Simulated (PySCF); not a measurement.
SCF from a fresh guess for singlet [VO2]+, at the TPSS minimum. PySCF input:

```python
from pyscf import gto, scf, dft
mol = gto.M(atom='''
V      0.000000     0.000000    -0.364348
O      1.247346    -0.000000     0.580226
O     -1.247346     0.000000     0.580226''',
    basis={'V': 'def2-TZVP', 'O': 'def2-TZVP'},
    charge=1, spin=0)
mf = dft.RKS(mol, xc='PBE')
mf.grids.atom_grid = (50, 194)
aux = {'V': 'def2-universal-JKFIT', 'O': 'def2-universal-JKFIT'}
mf = mf.density_fit(auxbasis=aux)
mf.conv_tol = 1e-08
mf.diis_space = 10
mf.max_cycle = 60
mf.init_guess = 'minao'
mf.verbose = 4
mf.kernel()
```

Excerpt of the output (cycles and frontier levels):

```
init E= -1094.18403049615
  HOMO = -0.461316034398644  LUMO = -0.283074515439615  gap/eV = 4.85020
cycle= 1 E= -1093.41875681238  delta_E= 0.765  |g|= 1.65  |ddm|= 2.19
  HOMO = -0.486288536562341  LUMO = -0.396849258649169  gap/eV = 2.43377
cycle= 2 E= -1072.19052201553  delta_E= 21.2  |g|= 10.2  |ddm|= 4.39
  HOMO = -0.427941062433209  LUMO = -0.420154091320965  gap/eV = 0.21189
cycle= 3 E= -1090.96923926639  delta_E= -18.8  |g|= 4.67  |ddm|=  3.6
  HOMO = -0.451775830973449  LUMO = -0.432931930616067  gap/eV = 0.51277
cycle= 4 E= -1091.84154942943  delta_E= -0.872  |g|= 4.01  |ddm|= 0.273
  HOMO = -0.440375586284153  LUMO = -0.426286621900182  gap/eV = 0.38338
cycle= 5 E= -1091.66093770449  delta_E= 0.181  |g|= 4.13  |ddm|= 0.0965
  HOMO = -0.480457798906201  LUMO = -0.430322711196404  gap/eV = 1.36425
cycle= 6 E= -1093.51926162943  delta_E= -1.86  |g|= 1.68  |ddm|= 0.673
  HOMO = -0.528294741996781  LUMO = -0.445153751143533  gap/eV = 2.26238
cycle= 7 E= -1093.88189480282  delta_E= -0.363  |g|= 0.189  |ddm|= 0.409
  HOMO = -0.525266559664573  LUMO = -0.434872369080957  gap/eV = 2.45975
cycle= 8 E= -1093.88555730133  delta_E= -0.00366  |g|= 0.0973  |ddm|= 0.0836
  HOMO = -0.52631756656622  LUMO = -0.438292606623274  gap/eV = 2.39528
cycle= 9 E= -1093.88691222578  delta_E= -0.00135  |g|= 0.00424  |ddm|= 0.0281
  HOMO = -0.526238169732984  LUMO = -0.438414611933879  gap/eV = 2.38980
cycle= 10 E= -1093.88691385335  delta_E= -1.63e-06  |g|= 0.0028  |ddm|= 0.0023
  HOMO = -0.526251693832251  LUMO = -0.438348830355684  gap/eV = 2.39196
cycle= 11 E= -1093.88691500195  delta_E= -1.15e-06  |g|= 0.000204  |ddm|= 0.000914
  HOMO = -0.526256115773776  LUMO = -0.438356123667383  gap/eV = 2.39188
cycle= 12 E= -1093.88691500819  delta_E= -6.24e-09  |g|= 6.31e-06  |ddm|= 7.3e-05
  HOMO = -0.526255430890089  LUMO = -0.438355146990338  gap/eV = 2.39189
Extra cycle  E= -1093.88691500808  delta_E= 1.08e-10  |g|= 2.68e-05  |ddm|= 1.26e-05
converged SCF energy = -1093.88691500808
```

No lower solution of this spin was found by a stability analysis within the restricted form, which does not test spin polarisation.

The search for the lowest solution, with the stability check, took 11 s on 2 threads of a shared Arm Neoverse N1 host, with 107 basis functions; the process peaked at 0.28 GiB. Launch command: `OMP_NUM_THREADS=2 python axn.py task.json out`.
